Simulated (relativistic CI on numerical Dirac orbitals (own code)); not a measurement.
## Hyperfine structure of Dy⁴⁵⁺, mass number 161

Computed by Dirac-Coulomb-Breit CI, orbitals from a KLI potential per configuration, model QED (radiative potential, 1s self-energy scaled to tabulated hydrogen-like ionisation energies), unscaled Slater integrals (own radial code, finite nucleus).

Configurations in the expansion (outside the closed core [Ne]): 3s2 3p6 3d3, 3s2 3p5 3d4, 3s 3p6 3d4, 3s2 3p6 3d2 4s, 3s2 3p6 3d2 4p, 3s2 3p6 3d2 4d, 3s2 3p5 3d3 4s, 3s2 3p6 3d2 4f, 3s2 3p5 3d3 4p, 3s 3p6 3d3 4s, 3p6 3d4 4p, 3p6 3d5, 3p5 3d6, 3p5 3d5 4s, 3p6 3d4 4s, 3p5 3d4 4s2, 3s2 3p6 3d 4s2, 3s2 3p6 4s2 4p, 3s2 3p6 4s2 4d. Double excitations out of closed p, d and f shells are left out; levels of such configurations are missing from the list, as are those of other unlisted configurations, and high levels can miss mixing partners. These lack a partner that the ground configuration has and come out too high: 3s2 3p5 3d3 4p.

Nuclear spin I = 5/2, μ = -0.479 μN, Q = 2.51 b (tables of Stone and Pyykkö). The electronic factors are computed for point nuclear moments, without core polarisation or the Bohr-Weisskopf and QED corrections.

| Level | E (eV) | A (MHz) | B (MHz) |
| --- | --- | --- | --- |
| 3s2 3p6 3d3 4F_3/2 | 0.0000 | -13430 | -99400 |
| 3s2 3p6 3d3 4F_5/2 | 35.1438 | -7886 | -53200 |
| 3s2 3p6 3d3 4P_1/2 | 45.9816 | 4870 |  |
| 3s2 3p6 3d3 4F_7/2 | 78.6654 | -6650 | -3090 |
| 3s2 3p6 3d3 4F_9/2 | 82.3051 | -6800 | 40100 |
| 3s2 3p6 3d3 2P_1/2 | 89.8279 | 1874 |  |
| 3s2 3p6 3d3 2H_11/2 | 91.0560 | -7594 | 229000 |
| 3s2 3p6 3d3 2D_5/2 | 92.3238 | -3251 | 140000 |

Levels with J = 0, under 50 % of one LS term, or S terms without an open s electron are left out. Small factors come from cancelling terms and can be off by tens of per cent or more.

At this charge energies of transitions that change n are usually good to better than 1 %, and those within a shell (Δn = 0) to a few per cent.

Problem. Give the hyperfine levels of 3s2 3p6 3d3 4F_3/2 relative to its centre of gravity.

Solution. With K = F(F + 1) − I(I + 1) − J(J + 1), E = AK/2 + B[¾K(K + 1) − I(I + 1)J(J + 1)]/[2I(2I − 1)J(2J − 1)]: F = 1: 966.9, F = 2: 53600, F = 3: 58010, F = 4: -75220 MHz.

LS names give the leading component of a level, which can be under half, so a name can repeat, a term be missing and a line seem to break the LS rules.
